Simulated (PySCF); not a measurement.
Two-photon absorption: `CB(C)C(C)=C=C(C)C`, C8H15B

Molfile (atoms numbered from 1):
```
C8H15B
     RDKit          3D

 24 23  0  0  0  0  0  0  0  0999 V2000
   -1.1436    1.2700   -0.9871 C   0  0  0  0  0  0  0  0  0  0  0  0
   -1.2190   -0.2128   -0.4708 B   0  0  0  0  0  0  0  0  0  0  0  0
   -2.6098   -0.9559   -0.4073 C   0  0  0  0  0  0  0  0  0  0  0  0
    0.0624   -0.9936   -0.0117 C   0  0  0  0  0  0  0  0  0  0  0  0
   -0.0150   -2.4078    0.5199 C   0  0  0  0  0  0  0  0  0  0  0  0
    1.2256   -0.3728   -0.1189 C   0  0  0  0  0  0  0  0  0  0  0  0
    2.3642    0.2693   -0.2400 C   0  0  0  0  0  0  0  0  0  0  0  0
    3.1766    0.1972   -1.5061 C   0  0  0  0  0  0  0  0  0  0  0  0
    2.9138    1.1161    0.8782 C   0  0  0  0  0  0  0  0  0  0  0  0
   -1.6264    1.3488   -1.9768 H   0  0  0  0  0  0  0  0  0  0  0  0
   -0.1317    1.6953   -1.0470 H   0  0  0  0  0  0  0  0  0  0  0  0
   -1.7538    1.9075   -0.3219 H   0  0  0  0  0  0  0  0  0  0  0  0
   -2.5850   -1.8400   -1.0701 H   0  0  0  0  0  0  0  0  0  0  0  0
   -3.4720   -0.3379   -0.6977 H   0  0  0  0  0  0  0  0  0  0  0  0
   -2.7945   -1.3624    0.6021 H   0  0  0  0  0  0  0  0  0  0  0  0
   -0.4500   -3.0854   -0.2323 H   0  0  0  0  0  0  0  0  0  0  0  0
   -0.6710   -2.4599    1.4034 H   0  0  0  0  0  0  0  0  0  0  0  0
    0.9715   -2.8006    0.8032 H   0  0  0  0  0  0  0  0  0  0  0  0
    3.3220    1.2056   -1.9284 H   0  0  0  0  0  0  0  0  0  0  0  0
    4.1793   -0.2142   -1.3017 H   0  0  0  0  0  0  0  0  0  0  0  0
    2.6939   -0.4298   -2.2671 H   0  0  0  0  0  0  0  0  0  0  0  0
    2.2496    1.1209    1.7523 H   0  0  0  0  0  0  0  0  0  0  0  0
    3.0519    2.1572    0.5415 H   0  0  0  0  0  0  0  0  0  0  0  0
    3.9033    0.7464    1.1955 H   0  0  0  0  0  0  0  0  0  0  0  0
  1  2  1  0
  2  3  1  0
  2  4  1  0
  4  5  1  0
  4  6  2  0
  6  7  2  0
  7  8  1  0
  7  9  1  0
  1 10  1  0
  1 11  1  0
  1 12  1  0
  3 13  1  0
  3 14  1  0
  3 15  1  0
  5 16  1  0
  5 17  1  0
  5 18  1  0
  8 19  1  0
  8 20  1  0
  8 21  1  0
  9 22  1  0
  9 23  1  0
  9 24  1  0
M  END
```

Computed, not measured: TDDFT CAM-B3LYP/def2-SVPD excited states, vertical, gas phase (PySCF 2.14.0). Geometry: PBE0-D3(BJ)/def2-SVP.

Question: How strongly do the lowest singlets absorb one photon, and two photons of half the energy?

Answer: δ for parallel linear polarisation; σ at the peak of a Lorentzian of half width 0.1 eV, single beam; Ω is circular over linear.
```
state  E (eV)      f  photon λ (nm)  δ (au)  σ (GM)     Ω                                  main
   S1    4.46  0.000            556    0.11    0.00  1.11                        HOMO→LUMO 0.95
   S2    5.82  0.398            426     198    2.45  0.86                      HOMO−1→LUMO 0.96
   S3    6.20  0.001            400    0.76    0.01  1.28                      HOMO−2→LUMO 0.94
   S4    6.32  0.014            392      47    0.69  0.78    HOMO→LUMO+1 0.82, HOMO→LUMO+2 0.11
   S5    6.45  0.003            384    2.04    0.03  1.44  HOMO−3→LUMO 0.31, HOMO−1→LUMO+3 0.27
   S6    6.56  0.000            378    0.93    0.01  1.50  HOMO−3→LUMO 0.57, HOMO−1→LUMO+3 0.13
```

Among these, the strongest one-photon state is S2, the strongest two-photon state S2, with a dipole change of 3.2 D (relaxed, norm of the difference vector).
